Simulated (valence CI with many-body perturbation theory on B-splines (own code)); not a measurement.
E1 line list for Sr VIII

Method: relativistic CI+MBPT: three valence electrons over a frozen Dirac-Fock core [Ar] 3d10, radial functions for each j: 11 s, 11 p, 10 d, 8 f, 5 g, 2 h, with the one-electron correlation potential Σ1 (screened to all orders), the two-electron term Σ2, the three-electron term Σ3, Breit, model QED; selected single and double excitations, second order for the rest, scaled by the run's own slope (own B-spline code, finite nucleus).

Against 9 measured levels this calculation errs by 132 cm⁻¹ on average and by 214 at most. These come from a selection out of Sansonetti, J. Phys. Chem. Ref. Data 41, 013102 (2012). Levels without a partner in it may be off by more.

Lines 101 to 150 of 563 in falling wavelength, among levels below 773450 cm⁻¹, chosen from the strongest by gf and those to the six lowest levels. Wavelengths and rates use the calculated energies, so an error of 100 cm⁻¹ moves a line at 735.5 Å by 0.074 % and its rate by three times that or more. Electric multipoles are in the length gauge, E1 and E2 with the static RPA response of the core. Weak lines are less certain than strong ones. Lines between different terms over intervals too small for the method are left out, as are lines whose strength nearly cancels. Where a level lies close to another of its J and parity, the split of strength between their lines is uncertain. The highest levels of a list are the least certain.

Names give the largest LS component (configuration and term), which can be under half, so a name can repeat, a term be missing and a line seem to break the LS rules; names also repeat where a configuration has a term twice. Letters in brackets count levels of one name in rising energy.

```
λ vac (Å)  λ from measured levels                 Upper                 Lower   A (s⁻¹)  S (a.u.) with core polarisation  S without
    977.5                          4s 4p 5d 2F°_5/2 [b]       4s 4p 5p 4P_5/2  1.61e+09                         4.46e+00   4.50e+00
    976.8                          4s 4p 5d 2F°_5/2 [b]   4s 4p 5p 2D_3/2 [a]  2.11e+09                         5.83e+00   5.91e+00
    966.6                              4s 4p 5d 2D°_5/2   4s 4p 5p 2P_3/2 [a]  6.11e+08                         1.63e+00   1.65e+00
    966.5                              4s 4p 5d 4F°_9/2       4s 4p 5p 4D_7/2  5.15e+09                         2.30e+01   2.33e+01
    959.4                              4s 4p 5d 2P°_3/2       4s 4p 5p 4S_3/2  1.00e+09                         1.74e+00   1.76e+00
    957.8                              4s 4p 5d 4P°_5/2       4s 4p 5p 4P_5/2  4.37e+08                         1.14e+00   1.15e+00
    957.1                              4s 4p 5d 4P°_5/2   4s 4p 5p 2D_3/2 [a]  6.84e+08                         1.78e+00   1.80e+00
    956.6                              4s 4p 5d 4P°_3/2       4s 4p 5p 4P_5/2  1.27e+09                         2.20e+00   2.24e+00
    955.9                              4s 4p 5d 4P°_3/2   4s 4p 5p 2D_3/2 [a]  7.53e+08                         1.30e+00   1.31e+00
    955.2                          4s 4p 5d 4F°_3/2 [b]   4s 4p 5p 4P_1/2 [b]  2.40e+09                         4.13e+00   4.18e+00
    954.4                              4s 4p 5d 4D°_5/2       4s 4p 5p 4D_3/2  1.11e+09                         2.85e+00   2.89e+00
    947.9                          4s 4p 5d 2F°_5/2 [a]       4s 4p 5p 4D_5/2  7.84e+08                         1.98e+00   2.00e+00
    947.4                          4s 4p 5d 4F°_3/2 [b]   4s 4p 5p 4P_1/2 [a]  7.44e+08                         1.25e+00   1.27e+00
    945.9                                 4s2 5d 2D_3/2        4s2 5p 2P°_1/2  3.42e+09                         5.71e+00   5.76e+00
    943.6                              4s 4p 5d 4P°_1/2   4s 4p 5p 2D_3/2 [a]  1.11e+09                         9.20e-01   9.33e-01
    936.8                          4s 4p 5d 2F°_5/2 [b]   4s 4p 4f 2F_5/2 [a]  3.74e+08                         9.11e-01   9.13e-01
    936.5                              4s 4p 5d 4D°_3/2       4s 4p 5p 4D_3/2  6.33e+08                         1.03e+00   1.04e+00
    934.6                          4s 4p 5d 4F°_3/2 [a]       4s 4p 5p 4D_1/2  3.95e+09                         6.37e+00   6.45e+00
    933.5                                 4s2 5d 2D_5/2  4s 4p 4d 2P°_3/2 [a]  1.25e+09                         3.01e+00   3.04e+00
    931.2                              4s 4p 5d 2D°_5/2       4s 4p 5p 4D_3/2  3.20e+09                         7.64e+00   7.74e+00
    923.7                              4s 4p 5d 2F°_7/2       4s 4p 5p 4P_5/2  3.94e+08                         1.23e+00   1.24e+00
    907.6                          4s 4p 5d 4F°_3/2 [b]       4s 4p 5p 4D_3/2  9.28e+08                         1.37e+00   1.39e+00
    905.7                              4s 4p 5d 4F°_7/2       4s 4p 5p 4D_5/2  7.70e+08                         2.26e+00   2.31e+00
    905.4                                 4s2 5d 2D_3/2  4s 4p 4d 2F°_5/2 [b]  9.33e+08                         1.37e+00   1.35e+00
    904.8                              4s 4p 5d 4P°_3/2       4s 4p 5p 4P_3/2  6.62e+08                         9.69e-01   9.75e-01
    890.3                                 4s2 5d 2D_5/2  4s 4p 4d 2F°_7/2 [b]  8.62e+08                         1.80e+00   1.77e+00
    829.4                              4s 4p 5d 2P°_3/2   4s 4p 5p 2P_3/2 [a]  7.37e+08                         8.30e-01   8.47e-01
    822.7                                   4p3 2D°_5/2         4s 4p2 2P_3/2  6.53e+08                         1.08e+00   1.23e+00
    736.6                                 4p2 4d 2G_7/2  4s 4p 4d 2F°_5/2 [b]  5.71e+08                         9.01e-01   1.03e+00
    735.5                   734.4         4s 4p2 4P_5/2        4s2 4p 2P°_3/2  3.50e+07                         4.13e-02   4.67e-02
    731.0                   729.9         4s 4p2 4P_1/2        4s2 4p 2P°_1/2  3.32e+07                         1.28e-02   1.44e-02
    726.7                                 4p2 5s 2D_5/2  4s 4p 5s 2P°_3/2 [b]  1.36e+09                         1.55e+00   1.73e+00
    723.8                                 4p2 4d 2F_5/2  4s 4p 4d 2F°_5/2 [a]  8.22e+08                         9.23e-01   1.06e+00
    710.8                                 4p2 5s 2D_3/2  4s 4p 5s 2P°_1/2 [b]  1.57e+09                         1.11e+00   1.24e+00
    705.4                                 4p2 4d 2G_9/2  4s 4p 4d 2F°_7/2 [b]  7.55e+08                         1.31e+00   1.49e+00
    657.7                                 4s2 6s 2S_1/2        4s2 5p 2P°_3/2  5.15e+09                         1.45e+00   1.44e+00
    645.2                                   4p3 2P°_3/2         4s 4p2 2P_3/2  2.29e+09                         1.21e+00   1.38e+00
    642.9                           4s 4p 5p 2D_3/2 [b]        4s2 4f 2F°_5/2  1.18e+09                         6.18e-01   6.03e-01
    642.6                                   4p3 2P°_1/2         4s 4p2 2P_1/2  2.57e+09                         6.73e-01   7.63e-01
    629.4                                 4s2 5g 2G_7/2        4s2 4f 2F°_5/2  1.62e+09                         1.59e+00   1.51e+00
    629.1                             4p2 4d 2D_5/2 [c]  4s 4p 4d 2D°_5/2 [b]  8.03e+08                         5.92e-01   6.86e-01
    626.7                           4s 4p 5p 2D_5/2 [b]        4s2 4f 2F°_7/2  1.10e+09                         8.05e-01   7.82e-01
    624.9                                 4s2 6s 2S_1/2        4s2 5p 2P°_1/2  3.28e+09                         7.90e-01   7.85e-01
    624.6                                 4s2 5g 2G_9/2        4s2 4f 2F°_7/2  2.65e+09                         3.19e+00   3.03e+00
    609.9                                 4p2 4d 4F_9/2      4s 4p 4d 4D°_7/2  5.74e+08                         6.43e-01   7.63e-01
    599.5                   599.2         4s 4p2 2D_3/2        4s2 4p 2P°_3/2  2.85e+07                         1.21e-02   1.38e-02
    598.6                               4p3 4S°_3/2 [a]         4s 4p2 2D_3/2  9.12e+08                         3.86e-01   4.38e-01
    597.4                             4p2 4d 2P_3/2 [a]  4s 4p 4d 2D°_5/2 [a]  1.58e+09                         6.63e-01   7.57e-01
    592.1                   591.8         4s 4p2 2D_5/2        4s2 4p 2P°_3/2  1.52e+09                         9.33e-01   1.05e+00
    587.6                                   4p3 2D°_5/2         4s 4p2 2D_5/2  2.66e+09                         1.60e+00   1.80e+00
```
